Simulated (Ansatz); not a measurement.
Consider the atomization: `ClC[SiH](Cl)I` → C• + 2 Cl• + 3 H• + I• + Si•.

Computed with Ansatz on PBE0-D4/def2-TZVP structures; ΔE is electronic, products minus reactants. CBS: MP2 limit from def2 TZ/QZ plus the TZ coupled-cluster correction, frozen cores. This one scheme is used for every species, atoms too. Functionals use def2-TZVPP. No spin–orbit coupling; open shells (•) take unrestricted orbitals. Spin–orbit coupling would lower the free atoms: a little for C, Cl, Si; strongly for I. def2 core potentials past Kr. Bonds to I are less sure, by a few kJ/mol each and by 10 to 20 or more in all where they break to atoms, as the def2 sets lack core-valence functions. Each species was taken in one conformer, which may not be the lowest.

| species | B2PLYP energy (Eh) |
| --- | --- |
| `ClC[SiH](Cl)I` | -1547.08090 |
| C• | -37.82703 |
| Cl• | -460.02199 |
| H• | -0.49861 |
| I• | -297.51475 |
| Si• | -289.25332 |

**Question.** Work out ΔE.

**Answer.** ΔE = 3 × (-0.49861) + 2 × (-460.02199) + (-37.82703) + (-297.51475) + (-289.25332) − (-1547.08090) = 0.94599 Eh = +593.6 kcal/mol. CCSD(T)/CBS gives +609.8 kcal/mol.

Largest T1 diagnostic among the species: 0.012.

The D4 term adds +11.5 kcal/mol with B3LYP and +6.0 kcal/mol with PBE0; it sums over pairs of atoms, weighted by their polarisabilities, and B3LYP, whose exchange is more repulsive, gets the larger term. In def2-TZVPP, CCSD(T) changes the Hartree–Fock value by +145.0 kcal/mol (the triples alone add +11.7 kcal/mol) and MP2 by +162.4 kcal/mol; breaking electron pairs costs correlation energy, which Hartree–Fock lacks.

B3LYP here is the variant with VWN-RPA as its local correlation; programs differ in this.

For atomizations the MP2-based limit and the directly extrapolated one differ by several kJ/mol either way, and by 10 to 25 for some Ge, Se and Sn compounds, so smaller differences from it don't rank the levels.
